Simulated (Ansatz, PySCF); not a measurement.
Complex: CH6Ge (SMILES [CH3][GeH3]) (first 8 atoms) with H2O (SMILES O); geometry from B3LYP-D3(BJ)/def2-TZVP, rigid monomers moved along the line of their centres of mass till Ge2···O9 is 3.10 Å.
(charge 0, multiplicity 1):
| atom | x (Å) | y (Å) | z (Å) |
|---|---|---|---|
| C | -0.2534 | 1.6308 | 0.3515 |
| Ge | 0.3611 | -0.2209 | 0.1646 |
| H | -0.6939 | 1.7587 | 1.3388 |
| H | -0.9997 | 1.8584 | -0.4089 |
| H | 0.5838 | 2.3187 | 0.2376 |
| H | 1.4122 | -0.5617 | 1.2425 |
| H | 0.9994 | -0.4664 | -1.2169 |
| H | -0.8151 | -1.2079 | 0.3263 |
| O | -0.8513 | -0.1557 | 3.0150 |
| H | 0.0635 | -0.4501 | 3.0817 |
| H | -1.2914 | -0.8356 | 2.4932 |

Monomers are frozen at their geometry in the pair; levels with a basis set take the counterpoise correction. Rows marked so take none.

Cores are frozen in the correlated methods. Filled d and f shells under p-block atoms count as core. Rows in 6-31G* carry no dispersion term and start afresh at each structure (6-31G* with six Cartesian d functions); the Pople sets are all-electron and without relativity. MP2/6-31G* freezes PySCF's default core, which leaves 3d correlated.

The values were computed with Ansatz (a quantum-chemistry and plane-wave program); PySCF for 6-31G* rows, the dispersion terms. Each number belongs to the level named beside it.

One of these levels gives 1.68 kcal/mol for the interaction energy. Name it.
A) PBE-D4/def2-TZVPPD
B) SCS-MP2/aug-cc-pVDZ
C) B3LYP/6-31G*
D) MP2/6-31G* (no counterpoise)

C, B3LYP/6-31G*. The others give -1.02 (PBE-D4/def2-TZVPPD), -2.14 (MP2/6-31G* (no counterpoise)), 0.91 (SCS-MP2/aug-cc-pVDZ)
